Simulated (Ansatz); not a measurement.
Cost and result up the ladder for closo-2-SB4 (no H on S) (B4H4S) (9 atoms). The state is a singlet with charge 0. Geometry: r2SCAN-D4/def2-SVP.

| atom | x (Å) | y (Å) | z (Å) |
| --- | --- | --- | --- |
| B1 | 0.893 | -0.226 | 0.235 |
| B2 | -0.092 | 0.650 | 1.193 |
| B3 | -0.039 | -0.773 | -1.120 |
| B4 | -0.387 | 0.699 | -0.515 |
| S5 | -0.986 | -0.923 | 0.545 |
| H6 | 1.956 | -0.761 | 0.366 |
| H7 | -0.371 | 1.277 | 2.167 |
| H8 | 0.028 | -1.598 | -1.977 |
| H9 | -1.001 | 1.655 | -0.893 |

Ansatz on 2 threads of Intel Xeon Platinum 8375C on a shared host. Times are rough, and most runs start from the orbitals of an earlier one. PBE0-D4/def2-TZVP serves as the yardstick here, not as an exact answer. Differences are given only for rows in sets of like size (and for xTB, whose basis is part of the method), since another set adds its own error. Binding counts from free atoms at the same level (B doublet, S triplet, H doublet; other spins of the atoms weren't run), without zero-point energy or a counterpoise term.

LC-ωPBE has ω = 0.4 bohr⁻¹. Correlated methods freeze 9 core orbitals. Another isomer (singlet) lies 1.11 eV lower at PBE0-D4/def2-TZVP; other spin states weren't run for this one.

Run but left out: HF/def2-TZVP (restricted singlet, unstable towards broken spin symmetry).

Correlated methods converge slowly with the basis.

| level | functions | wall time |
| --- | --- | --- |
| PBE0-D4/def2-SVP | 94 | 1.1 s |
| PBE-D4/def2-SVP | 94 | 1.2 s |
| LDA (SPW92)/def2-TZVP | 185 | 1.4 s |
| PBE0-D4/def2-TZVP | 185 | 2.8 s |
| LC-ωPBE/def2-TZVP | 185 | 2.9 s |
| PBE-D4/def2-TZVP (with forces) | 185 | 2.9 s |
| MP2/def2-TZVP | 185 | 3.6 s |
| r2SCAN-D4/def2-TZVP | 185 | 3.7 s |
| CCSD(T)/def2-TZVPP | 222 | 83 s |

Problem. Estimate what each level gives for the binding energy per atom (eV).

Solution. 
| level | binding energy per atom (eV) | difference from PBE0-D4/def2-TZVP (eV) | remarks |
| --- | --- | --- | --- |
| PBE0-D4/def2-SVP | 3.94 | – | – |
| PBE-D4/def2-SVP | 4.00 | – | – |
| LDA (SPW92)/def2-TZVP | 4.43 | 0.53 | – |
| PBE0-D4/def2-TZVP | 3.90 | 0.00 | – |
| LC-ωPBE/def2-TZVP | 3.83 | -0.07 | – |
| PBE-D4/def2-TZVP (with forces) | 3.97 | 0.07 | – |
| MP2/def2-TZVP | 3.79 | -0.11 | restricted SCF unstable |
| r2SCAN-D4/def2-TZVP | 3.91 | 0.01 | – |
| CCSD(T)/def2-TZVPP | 3.67 | -0.23 | restricted SCF unstable |
